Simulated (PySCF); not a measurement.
# Molecular orbitals of InS⁺

PBE0 at R = 3.160 Å; In def2-SVPD with ECP28, S def2-SVPD; scalar-relativistic core potentials (PySCF 2.14). State: ³Σ⁻ (triplet), unpaired electrons π ↑↑. Only the outer orbitals are listed, counted within each symmetry, core potentials removing the inner ones.

```csv
spin,orbital,occ.,ε (eV),on In (%),main shells (%)
α,7σ,1,-25.68,1,98 S s
α,8σ,1,-15.41,71,"71 In s, 26 S p"
α,4π,1,-14.75,0,100 S p
α,4π,1,-14.75,0,100 S p
α,9σ,1,-13.21,30,"71 S p, 26 In s"
α,5π,0,-7.00,98,98 In p
α,5π,0,-7.00,98,98 In p
α,10σ,0,-6.29,95,95 In p
β,7σ,1,-22.75,0,100 S s
β,8σ,1,-15.26,83,"83 In s, 15 S p"
β,9σ,1,-12.54,22,"78 S p, 15 In s"
β,4π,0,-9.55,3,96 S p
β,4π,0,-9.55,3,96 S p
β,5π,0,-6.92,96,96 In p
```

Which are the highest filled and the lowest empty level, where do they sit, and how wide is the gap?

Highest filled β 9σ at -12.54 eV (in %: 78 S p, 15 In s); lowest empty β 4π at -9.55 eV (in %: 96 S p); the gap at PBE0 is 2.99 eV.

```
bond order (Mayer)                                                                                                : 0.25
⟨S²⟩                                                                                                              : 2.006
charge on In (Mulliken, basis-dependent)                                                                          : 0.93
charge on In (Löwdin, basis-dependent)                                                                            : 0.84
dipole moment (positive dipole points towards S; it is taken about the centre of mass and depends on that origin) : 0.01 D
polarisability along the bond                                                                                     : 72.5 bohr³
polarisability across the bond                                                                                    : 39.6 bohr³
```

Spin–orbit coupling is left out. The state was picked by a PBE0 search and need not be the measured ground state.
